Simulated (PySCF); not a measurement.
One molecule, one basis, several functionals.

Compound: C2H5FSSi2.
InChI=1S/C2H5FSSi2/c1-2-6(3)4-5/h1,6H,5H3/t6-/m1/s1

Torsions of this conformer, `[CH:1]#[C:2][Si@H:3]([F:4])[S:5][SiH3:6]`: C2–Si3–S5–Si6 37°.

PySCF, pcSseg-1 basis, density fitting, gas phase, PBE0-D3(BJ)/def2-SVP geometry. One functional is left out:

```tsv
functional	exact exchange (%)	HOMO energy (eV)	LUMO energy (eV)	dipole moment (D)
B97-D	0	-6.64	-1.65	2.465
BLYP	0	-6.48	-1.59	2.387
BP86	0	-6.79	-1.88	2.466
LDA	0	-6.80	-2.05	2.521
OPBE	0	-6.71	-1.67	2.500
PBE	0	-6.69	-1.79	2.451
B3LYP	20	-7.61	-1.05	2.558
PBE0	25	-7.89	-0.90	2.652
mPW1PW91	25	-7.92	-0.90	2.661
BHandHLYP	50	-8.92	0.16	2.750
```

Task: Predict the row of B97-2 (21 % exact exchange) by straight lines through the other rows, and check it.

Result: 
```
         property   line  computed  computed − line  B3LYP (20 %), for comparison
 HOMO energy (eV)  -7.66     -7.65            +0.01                         -7.61
 LUMO energy (eV)  -0.99     -0.91            +0.08                         -1.05
dipole moment (D)  2.596     2.633           +0.037                         2.558
```

Task: Which of these properties follows the share of exact exchange most closely, and which least?

Result: Most closely the HOMO energy, least the dipole moment; the correlations over the tabulated rows are HOMO energy -0.993, LUMO energy 0.980, dipole moment 0.934. The HOMO energy moves by -0.458 eV for every 10 %. Functionals with the same share still differ in their other parts: at 0 % BLYP and LDA differ by 0.32 eV in it.
